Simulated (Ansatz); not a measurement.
Program: Ansatz. Geometries: PBE0-D4/def2-TZVP. ΔE: electronic, gas phase. CCSD(T)/CBS adds triple-zeta CCSD(T) − MP2 to the extrapolated MP2 energy (def2 sets, frozen cores). DFT in def2-TZVPP. Each species was taken in one conformer, which may not be the lowest.

Reaction (ligand exchange at the Al–N bond): `OB(F)[NH][AlH2]` + `C=C[SiH2]S` → `C=C[SiH2][S][AlH2]` + `NB(O)F`

`OB(F)[NH][AlH2]`:

Z-matrix (Å, degrees):
```
B
F 1 1.346
N 1 1.414 2 119.6
O 1 1.363 2 118.7 3 180.0
Al 3 1.793 1 129.7 2 -0.0
H 3 1.011 1 112.8 2 180.0
H 4 0.960 1 112.5 2 -0.0
H 5 1.583 3 115.7 1 -180.0
H 5 1.577 3 120.0 1 0.0
```

`C=C[SiH2]S`:

Cartesian coordinates in Å:
```
C 0.636 0.260 -1.614
C -0.276 0.525 -0.683
Si -0.598 -0.625 0.735
S -0.250 0.315 2.626
H 1.228 -0.652 -1.588
H 0.834 0.934 -2.443
H -0.839 1.455 -0.749
H 0.264 -1.823 0.551
H -2.024 -1.030 0.817
H 1.024 0.641 2.348
```

`C=C[SiH2][S][AlH2]`:

Z-matrix (Å, degrees):
```
Si
C 1 1.860
S 1 2.139 2 111.5
H 1 1.487 2 109.3 3 -122.9
H 1 1.486 2 110.3 3 118.3
C 2 1.329 1 124.7 3 -6.0
H 2 1.090 1 117.1 3 174.3
Al 3 2.182 1 98.0 2 -75.0
H 6 1.086 2 122.1 1 -179.7
H 6 1.087 2 121.5 1 -0.4
H 8 1.579 3 116.5 1 175.5
H 8 1.580 3 119.3 1 -5.0
```

`NB(O)F`:

```xyz
7

N     0.485    0.696    0.394
B    -0.188   -0.516    0.159
O    -0.803   -0.872   -1.005
F    -0.243   -1.413    1.149
H     0.915    0.886    1.281
H     0.585    1.434   -0.278
H    -0.751   -0.216   -1.700
```

```json
{"level": "ωB97M-V", "ΔE (kJ/mol)": "-22.2"}
{"level": "CCSD(T)/def2-TZVPP", "ΔE (kJ/mol)": "-19.4"}
```

Question: What does CCSD(T)/CBS give? (Best estimate.)

Answer: Ansatz gave: -24.3 kJ/mol. The listed levels differ from it by 2.1, 4.9 kJ/mol.

Largest T1 diagnostic among the species: 0.012.

In def2-TZVPP, CCSD(T) changes the Hartree–Fock value by −6.0 kJ/mol (the triples alone add −2.1 kJ/mol) and MP2 by −9.7 kJ/mol. The D4 term adds −7.3 kJ/mol with B3LYP and −4.1 kJ/mol with PBE0; it sums over pairs of atoms, weighted by their polarisabilities, and B3LYP, whose exchange is more repulsive, gets the larger term.

B3LYP here is the variant with VWN-RPA as its local correlation; programs differ in this.
